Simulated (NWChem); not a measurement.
CC#[N]->[Ag][Cl] (C₂H₃AgClN), optimised at PBE0/def2-SVP with NWChem:

```
Item                         Result
---------------------------  ------
highest occupied level (eV)   -6.45
orbital gap (eV)               5.61
dipole (D)                    11.67
```

For one or both, no frequency run checked for a minimum. def2 effective core potentials on Ag; no spin-orbit coupling.

Problem. One Cl atom is replaced by F, giving CC#[N]->[Ag][F] (C₂H₃AgFN), optimised at the same level. How do these values move?

Solution. 
```
quantity                     new value  change
---------------------------  ---------  ------
highest occupied level (eV)      -6.76   -0.31
orbital gap (eV)                  6.00   +0.39
dipole (D)                       11.13   -0.54
```
